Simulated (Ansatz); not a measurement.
The Br1–Br2 bond of Br2 is stretched (multiplicity 1).


Frozen-core correlation. Filled d and f shells under p-block atoms count as core.

The values were computed with Ansatz (Gaussian orbitals). Each number belongs to the level named beside it.

Energies above the point at 2.316 Å (the B3LYP-D3(BJ) bond length), FIC-MRCISD+Q on CASSCF(14,8)/cc-pVTZ (kcal/mol): 12.74 at 2.084 Å; 6.37 at 2.547 Å; 45.63 at 9.263 Å.

Task: Take the last value as the depth D of a Morse curve D(1 − e^(−a(R − R₀)))², fit a and R₀ to the two near points, and test it at 3.126 and 4.053 Å.

Result: 
With D = 45.6, both near points (counted from the curve's value at 2.316 Å) are met by a = 1.93 Å⁻¹ and R₀ = 2.304 Å, so k = 2Da² = 339 kcal/(mol Å²). The curve then gives 28.8 and 42.5 kcal/mol; the level itself gives 32.6 and 44.9, so Morse is off by -3.8 and -2.4.

Ansatz is a quantum-chemistry and plane-wave program.
